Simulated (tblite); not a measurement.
C5H13PS.
Structure used (GFN2-xTB), in Å, numbered top down from 1:
```xyz
20
C5H13PS angstrom
C     -2.0141   -1.6669    0.8376
P     -1.0470   -0.5028    0.0674
C     -1.6868    1.1607    0.4253
C     -1.1704   -0.6983   -1.7358
C      0.8122   -0.2016    0.2526
S      1.5452    1.1519   -0.7383
C      3.2659    0.9895   -0.1896
H     -1.7187   -2.6792    0.5733
H     -2.0396   -1.5244    1.9150
H     -1.1593    1.9060   -0.1677
H     -1.5558    1.3752    1.4850
H     -2.7498    1.1607    0.1915
H     -2.2280   -0.7167   -1.9922
H     -0.6632    0.1213   -2.2422
H     -0.7180   -1.6455   -2.0259
H      1.0047    0.0080    1.3100
H      1.3215   -1.1328   -0.0164
H      3.6390    0.0024   -0.4503
H      3.8338    1.7527   -0.7116
H      3.3232    1.1506    0.8838
```

Method: GFN2-xTB as coded in tblite; computed harmonic values from a numerical Hessian at the method's own geometry, unscaled. This tight-binding method is rough: wavenumbers can miss measured ones by several per cent, in bad cases by 10 to 20. One conformer, not necessarily the lowest.

Harmonic wavenumbers (cm⁻¹): 31.0, 69.2, 106.6, 126.3, 154.5, 155.6, 201.6, 208.0, 231.1, 255.1, 262.9, 313.7, 364.5, 612.0, 683.9, 693.6, 722.0, 727.8, 744.1, 754.0, 776.9, 841.1, 861.1, 875.3, 932.5, 944.5, 946.0, 1020.7, 1047.9, 1150.2, 1300.2, 1301.7, 1319.1, 1393.0, 1397.6, 1407.6, 1417.2, 1422.3, 1432.0, 1449.7, 1450.8, 2907.9, 2916.8, 2972.8, 2988.3, 2995.4, 2996.2, 3000.9, 3005.4, 3011.1, 3013.7, 3017.1, 3019.2, 3059.3.

A = 3319, B = 905.7, C = 900.6 MHz; mass 136.048 u (most abundant isotopes); point group Cs, symmetry number 1.

**Question.** Zero-point energy?

**Answer.** ½Σν̃ = 35504 cm⁻¹ = 424.73 kJ/mol.

**Question.** Give the ideal-gas entropy at 298.15 K and 1 bar in the rigid-rotor, harmonic-oscillator model (classical rotation).

**Answer.** Translation 170.13, rotation 122.02, vibration 154.62: S = 446.8 J/(mol K).

**Question.** And Cp and H(298.15 K) − H(0)?

**Answer.** Cp = 181.23 J/(mol K), of which vibrations give 147.98 (their classical limit is 54 R = 449.0); H(298.15 K) − H(0) = 33.63 kJ/mol without the zero-point energy, 23.72 from vibrations.

**Question.** How do the functions run with temperature in this model?

**Answer.** 
```tsv
T (K)	S (J/(mol K))	Cp (J/(mol K))	H − H(0) (kJ/mol)	G − H(0) (kJ/mol)	ln q(vib)
50	250.4	60.8	2.22	-10.30	0.78
100	303.6	94.7	6.16	-24.20	2.34
373.15	490.8	212.0	48.40	-134.75	11.40
500	559.3	256.0	78.20	-201.43	15.25
750	675.6	317.5	150.43	-356.24	22.30
1000	773.0	359.4	235.34	-537.64	28.69
```

q(vib) and H(0) count from the zero-point level.

**Question.** Blend soft modes into free rotors: weight 1/[1 + (100 cm⁻¹/ν̃)⁴] for the oscillator and the rest for a rotor with moment μB/(μ + B), μ = h/(8π²ν), B = 10⁻⁴⁴ kg m². What vibrational entropy results?

**Answer.** 142.59 J/(mol K) in place of 154.62, which changes −T·S at 298.15 K by +3.59 kJ/mol.

**Question.** What must be added to the electronic energy to get the Gibbs energy at 298.15 K and 1 bar?

**Answer.** ZPE + [H(298.15 K) − H(0)] − T·S = 424.73 + 33.63 − 133.21 = 325.15 kJ/mol.

Hindered rotation and anharmonicity are outside this model. Other conformers, if any are populated, would add a mixing term that is left out.
